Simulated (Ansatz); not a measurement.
# Worked example: C2H8OSi + SnH(CH3)2(SiH3) → C2H10OSi2 + SnH2(CH3)2

Species: C2H8OSi `CC[SiH2]O`, singlet; SnH(CH3)2(SiH3), singlet; C2H10OSi2 `O[SiH2]CC[SiH3]`, singlet; SnH2(CH3)2, singlet. The partners trade H for SiH3: C–H and Sn–SiH3 bonds give way to C–SiH3 and Sn–H.

Shapes, held fixed at every level: PBE0-D4/def2-TZVP. Flexible molecules stand in one conformer, not always the lowest. Programs: Ansatz 0.2.0. Electronic energies: no zero-point or thermal term.

At CCSD(T)/def2-TZVPP; 1 Eh = 2625.50 kJ/mol:

```
        species  energy (Eh)
        C2H8OSi  -445.116636
SnH(CH3)2(SiH3)  -584.785167
      C2H10OSi2  -735.367459
     SnH2(CH3)2  -294.520822
```

Problem. Work out ΔE of the reaction at this level.

Solution. 
1. Products less reactants: (-735.367459) + (-294.520822) − [(-445.116636) + (-584.785167)] = 0.013522 Eh = +35.5 kJ/mol.

Other levels give +32.2 (wB97M-V/def2-TZVPP) to +42.0 kJ/mol (PBE-D4/def2-TZVPP). No measured value is set beside it here. For atoms past krypton def2 sets carry core potentials with scalar relativity. Outer-core shells of Sn are correlated, in sets that cover them unevenly.
